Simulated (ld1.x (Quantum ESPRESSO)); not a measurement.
**Before and after: TM potential for sulfur**

sulfur (S), norm-conserving Troullier–Martins (Kleinman–Bylander form), made with ld1.x (Quantum ESPRESSO) 7.5 (BLYP, scalar-relativistic). Core [Ne], reference 3s1.75 3p4.25. Waves: 3p (bound): rc 1.55 bohr; 3d channel at -0.15 Ry: rc 1.40 bohr; 3s (bound): rc 1.10 bohr. Local part: the s channel. Core correction: a·sin(br)/r model core inside 1.05 bohr.

Change: all radii but the core radius scaled by about 0.74 (s 0.80, p 1.14, d 1.04 bohr).

Cutoffs: the cutoffs (Ry, on a coarse ladder) from which the occupation-weighted sum of valence levels, in a spherical-Bessel basis at the reference potential, stays within 10 and 1 mRy of its value at 400 Ry; they do not see the model core or the augmentation charge, which bear on the density cutoff. Errors are all-electron minus pseudo energies relative to the spin-unpolarised reference configuration.

Question: What does the change do?

Answer: A bound ghost appears in s, which as a rule spoils a file; of the 7 tests that both files solve, the error grows in 7 and shrinks in 0 by more than 15 % and 0.3 meV (median size 2.4 → 23.2 meV). That the errors move this way runs against the usual rule that smaller radii transfer better.

```csv
quantity,base,changed
"cutoff, loose",60 Ry,over 300 Ry
"cutoff, tight",140 Ry,over 300 Ry
loose cutoff by channel (10 mRy a level),"p 10 Ry, s 50 Ry","p 70 Ry, s over 300 Ry"
bound ghosts,none,s (extra level of the local part)
"error for 3s2 3p4, meV [ΔE -2.57 eV]",+0.1,+1.7
"error for 3s2 3p3, meV [ΔE 9.05 eV]",+3.4,+17
"error for 3s2 3p2, meV [ΔE 31.19 eV]",+30,+122
"error for 3s2 3p0, meV [ΔE 111.88 eV]",+289,+1000
"error for 3s0 3p6, meV [ΔE 18.19 eV]",+2.4,+246
"error for 3s2 3p4.3, meV [ΔE -4.23 eV]",+0.6,+3.4
"error for 3s1 3p5, meV [ΔE 7.75 eV]",+0.4,+23
```

 A true bound ghost makes a file unfit for plane-wave use even where its test errors are small: the radial tests pick states by their node count and pass the ghost by.
